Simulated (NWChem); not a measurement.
System: BAsH4; SMILES B[AsH2]

Input file for NWChem:

```
start job
memory heap 200 mb stack 900 mb global 1100 mb
geometry units angstroms noautoz
  B      0.006921     1.661155     0.000000
  As     0.005689    -0.321521     0.000000
  H      0.961989    -0.598723    -1.140667
  H      0.961989    -0.598723     1.140667
  H     -0.076904     2.254665     1.047250
  H     -0.076904     2.254665    -1.047250
end
basis spherical
  * library def2-svpd
end
dft
  xc xcamb88 1.00 lyp 0.81 vwn_5 0.19 hfexch 1.00
  cam 0.33 cam_alpha 0.19 cam_beta 0.46
  iterations 150
end
tddft
  cis
  nroots 6
  notriplet
end
task tddft energy
```

NWChem printed, in part:

```
             Northwest Computational Chemistry Package (NWChem) 7.3.0
             --------------------------------------------------------

 CS  symmetry detected

                             Geometry "geometry" -> ""
                             -------------------------

 Output coordinates in angstroms (scale by  1.889725989 to convert to a.u.)

  No.       Tag          Charge          X              Y              Z
 ---- ---------------- ---------- -------------- -------------- --------------
    1 B                    5.0000     0.01000560    -1.63763850     0.00000000
    2 As                  33.0000    -0.05239071     0.34405581     0.00000000
    3 H                    1.0000     0.89490254     0.65062741    -1.14066700
    4 H                    1.0000     0.89490254     0.65062741     1.14066700
    5 H                    1.0000    -0.05546991    -2.23345199     1.04725000
    6 H                    1.0000    -0.05546991    -2.23345199    -1.04725000

 Effective nuclear repulsion energy (a.u.)      87.1163269644

      Symmetry information
      --------------------

 Group name             Cs
 Group number              2
 Group order               2
 No. of unique centers     4

                                 NWChem DFT Module
                                 -----------------

 Summary of "ao basis" -> "ao basis" (spherical)
 ------------------------------------------------------------------------------
       Tag                 Description            Shells   Functions and Types
 ---------------- ------------------------------  ------  ---------------------
 B                         def2-svpd                 8       20   4s2p2d
 As                        def2-svpd                14       38   6s4p4d
 H                         def2-svpd                 4        8   2s2p

      Symmetry analysis of basis
      --------------------------

        a'         56
        a"         34

[...]

                                NWChem TDDFT Module
                                -------------------

            General Information
            -------------------
           No. of orbitals :     180
            Alpha orbitals :      90
             Beta orbitals :      90
        Alpha frozen cores :       0
         Beta frozen cores :       0
     Alpha frozen virtuals :       0
      Beta frozen virtuals :       0
         Spin multiplicity :       1
    Number of AO functions :      90
        Use of symmetry is : off
      Symmetry adaption is : on
         Schwarz screening :  0.10D-07

              XC Information
              --------------
              Hartree-Fock (Exact) Exchange   1.00
            CAM-Becke88 Exchange Functional   1.00
               VWN V Correlation Functional   0.19 local
       Lee-Yang-Parr Correlation Functional   0.81
           Alpha           :  0.19
           Beta            :  0.46
           Gamma           :  0.33

             TDDFT Information
             -----------------
          Calculation type : Tamm-Dancoff TDDFT
         Wavefunction type : Restricted singlets
          No. of electrons :      42
           Alpha electrons :      21
            Beta electrons :      21
              No. of roots :       6
          Max subspacesize :    5200
            Max iterations :     100
               Target root :       1
           Target symmetry : none
      Symmetry restriction : off
                 Algorithm : Optimal
        Davidson threshold :  0.10D-03

    6 smallest eigenvalue differences (eV)
--------------------------------------------------------
  No. Spin  Occ  Vir  Irrep   E(Occ)    E(Vir)   E(Diff)
--------------------------------------------------------
    1    1   21   22 a'       -0.318    -0.031     7.809
    2    1   21   23 a'       -0.318     0.037     9.671
    3    1   20   22 a'       -0.396    -0.031     9.919
    4    1   19   22 a"       -0.405    -0.031    10.169
    5    1   21   24 a"       -0.318     0.061    10.301
    6    1   21   25 a'       -0.318     0.066    10.455
--------------------------------------------------------

  Entering Davidson iterations
  Restricted singlet excited states

  Iter   NTrls   NConv    DeltaV     DeltaE      Time
  ----  ------  ------  ---------  ---------  ---------
    1      6       0     0.90E-01   0.10+100       16.7
    2     12       0     0.26E-01   0.14E-01       16.7
    3     18       0     0.17E-01   0.22E-02       17.6
    4     24       0     0.61E-02   0.65E-03       17.9
    5     30       0     0.25E-02   0.86E-04       15.5
    6     36       2     0.97E-03   0.11E-04       19.6
    7     40       5     0.23E-03   0.77E-06       19.6
    8     41       6     0.74E-04   0.50E-07       17.2
  ----  ------  ------  ---------  ---------  ---------
  Convergence criterion met

  Ground state a'      -2262.895377036408 a.u.

  ----------------------------------------------------------------------------
  Root   1 singlet a'             0.168122329 a.u.                4.5748 eV
  ----------------------------------------------------------------------------
     Transition Moments    X -0.07648   Y  0.80590   Z  0.00000
     Dipole Oscillator Strength                    0.0734490368
     Electric Quadrupole                           0.0000000415
     Magnetic Dipole                               0.0000014796
     Total Oscillator Strength                     0.0734505579

[...]
```

Level: CAM-B3LYP/def2-SVPD, TDA. Geometry: optimised at PBE0/def2-SVP.
